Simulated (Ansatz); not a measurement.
System: C$_{2}$H$_{6}$GeI, net charge 0, doublet state. It need not be the lowest isomer of its formula. 
Geometry from a B3LYP-D3(BJ)/def2-TZVP (Ansatz, a quantum-chemistry and plane-wave program) optimisation:
```
Ge
C 1 1.9836
H 2 1.0875 1 110.40
H 2 1.0904 3 109.68 1 -120.56
H 2 1.0912 3 109.43 4 -120.15
C 1 1.9836 2 110.25 3 175.10
H 6 1.0875 1 110.40 2 -175.10
H 6 1.0904 7 109.68 1 120.56
H 6 1.0912 7 109.43 8 120.15
I 1 2.5725 2 107.04 3 59.01
```
Charge 0, spin multiplicity 2.

Basis-set convergence of Hartree-Fock and MP2 correlation energies (hartree) with Ansatz. Valence correlation only, unless marked. Open shells are spin-unrestricted. No spin-orbit coupling. Frozen are the shells of the preceding noble gas and the d and f shells that filled before the atom's block. Past Kr the def2 sets carry scalar-relativistic core potentials.

| basis | functions | E(HF) | E(corr, MP2) |
|---|---|---|---|
| def2-SVP | 116 | -2450.95909 | -0.46551 |
| def2-TZVPP | 244 | -2451.32298 | -0.59036 |
| def2-QZVPP | 465 | -2451.36950 | -0.63920 |

Extrapolating the two largest sets (X = 3 and 4) as X^-3: E(corr) = (64·(-0.63920) - 27·(-0.59036))/37 = -0.6748 Eh, an estimate of the basis-set limit. The largest set recovers 94.7 % of it, the smallest 69.0 %.
